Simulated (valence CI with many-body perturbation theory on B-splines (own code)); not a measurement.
**I48+: fill in the table**

Level of theory: valence CI with perturbative core correlation (CI+MBPT): three valence electrons over a frozen Dirac-Fock core [He], radial functions for each j: 11 s, 11 p, 10 d, 8 f, 5 g, 2 h, with the one-electron correlation potential Σ1 (screened to all orders), the two-electron term Σ2, the three-electron term Σ3, Breit, model QED; selected single and double excitations, second order for the rest, scaled by the run's own slope (own B-spline code, finite nucleus).

The last digits are not significant, and no measured levels were compared; by estimate large intervals hold to a few tenths of a per cent, small ones and those within an open d or f shell to about a per cent.

```
                     Level  E (× 10³ cm⁻¹)
        (2s^2 2p1/2) J=1/2            0.00
        (2s 2p1/2^2) J=1/2               ?
        (2s^2 2p3/2) J=3/2          2662.3
(2s 2p1/2 2p3/2) J=3/2 [a]          3556.3
    (2s 2p1/2 2p3/2) J=5/2          3807.1
(2s 2p1/2 2p3/2) J=3/2 [b]          4202.6
    (2s 2p1/2 2p3/2) J=1/2          4207.0
     (2p1/2^2 2p3/2) J=3/2          5577.5
        (2s 2p3/2^2) J=5/2          6365.2
        (2s 2p3/2^2) J=1/2               ?
        (2s 2p3/2^2) J=3/2          6955.4
     (2p1/2 2p3/2^2) J=3/2          7990.6
     (2p1/2 2p3/2^2) J=5/2          8147.0
     (2p1/2 2p3/2^2) J=1/2               ?
           (2p3/2^3) J=3/2               ?
           (2s^2 3s) J=1/2           40083
        (2s^2 3p1/2) J=1/2           40528
   (2s 2p1/2 3s) J=1/2 [a]           40954
       (2s 2p1/2 3s) J=3/2               ?
   (2s 2p1/2 3s) J=1/2 [b]               ?
```

Levels are named by their leading jj configuration (3d3/2^4 stands for four electrons in 3d with j = 3/2), which in mixed levels can hold well under half, so a name can repeat and another be missing. Letters in brackets count levels of one name in rising energy.

(1) The levels stand in rising order. What does the calculation give for the missing energies?

Answers

(1) (2s 2p1/2^2) J=1/2 1280.6; (2s 2p3/2^2) J=1/2 6946.9; (2p1/2 2p3/2^2) J=1/2 8449.7; (2p3/2^3) J=3/2 10912; (2s 2p1/2 3s) J=3/2 41077; (2s 2p1/2 3s) J=1/2 [b] 41259.
